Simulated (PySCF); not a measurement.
From one molecule to another.

First species: C3H3FO.
Bonds: C1–C2 (double), C2–C3, C3–O4 (double), C3–F5. Hydrogens: H6, H7 on C1; H8 on C2.

Second species: C6H7NS2.
Atom-mapped SMILES: `[CH3:1]/[N:2]=[CH:3]/[c:4]1[cH:5][cH:6][c:7]([SH:8])[s:9]1` (hydrogens: H10, H11, H12 on C1; H13 on C3; H14 on C5; H15 on C6; H16 on S8)

Levels: wB97X-D/def2-SVPD for dipole moment, HOMO energy, LUMO energy, HOMO–LUMO gap, static isotropic polarisability and electronic spatial extent ⟨r²⟩ about the centre of nuclear charge; TDDFT wB97X-D/def2-SVPD for lowest singlet excitation; TDA wB97X-D/def2-SVPD for lowest triplet excitation (Tamm–Dancoff); GFN2-xTB for rotational constant A and rotational constant C. Geometries: GFN2-xTB. All species are isolated and taken at one optimised geometry, non-relativistic unless stated. Electronic properties by PySCF.

Dipoles, sizes and rotational constants follow the conformer. The torsions of the flexible species, by atom-mapped SMILES:
- `[CH2:1]=[CH:2][C:3](=[O:4])[F:5]`: C1–C2–C3–O4 0°
- `[CH3:1]/[N:2]=[CH:3]/[c:4]1[cH:5][cH:6][c:7]([SH:8])[s:9]1`: N2–C3–C4–C5 179°, H–S8–C7–C6 -179°

Values for the first species:

```
Dipole moment                                                     : 3.50 D
HOMO energy                                                       : -10.89 eV
LUMO energy                                                       : -0.41 eV
HOMO–LUMO gap                                                     : 10.48 eV
Lowest singlet excitation                                         : 5.23 eV
Lowest triplet excitation (Tamm–Dancoff)                          : 3.88 eV
Static isotropic polarisability                                   : 40.5 au
Electronic spatial extent ⟨r²⟩ about the centre of nuclear charge : 386 bohr²
Rotational constant A                                             : 11.009 GHz
Rotational constant C                                             : 3.044 GHz
```

(1) Estimate the same properties for the second species, and the change in each.

Results:

(1) 
| property | first | second | second less first |
| --- | --- | --- | --- |
| dipole moment | 3.50 D | 1.59 D | -1.91 D |
| HOMO energy | -10.89 eV | -7.79 eV | +3.10 eV |
| LUMO energy | -0.41 eV | 0.09 eV | +0.50 eV |
| HOMO–LUMO gap | 10.48 eV | 7.88 eV | -2.60 eV |
| lowest singlet excitation | 5.23 eV | 4.23 eV | -1.00 eV |
| lowest triplet excitation (Tamm–Dancoff) | 3.88 eV | 2.75 eV | -1.13 eV |
| static isotropic polarisability | 40.5 au | 127.6 au | +87.1 au |
| electronic spatial extent ⟨r²⟩ about the centre of nuclear charge | 386 bohr² | 2116 bohr² | +1730 bohr² |
| rotational constant A | 11.009 GHz | 3.680 GHz | -7.329 GHz |
| rotational constant C | 3.044 GHz | 0.507 GHz | -2.537 GHz |

On the first: In wavenumbers S1 is 42200 cm⁻¹ (1 eV = 8065.54 cm⁻¹). No computed singlet falls in the visible range (750 to 380 nm, 1.65 to 3.26 eV); S1 lies 1.97 eV above its blue end.

On the second: S1 lies 3.65 eV below the HOMO–LUMO gap; its leading configuration is HOMO→LUMO, weight 0.95. The principal polarisabilities are 73.8, 119.1 and 189.9 au; their mean is the isotropic value.
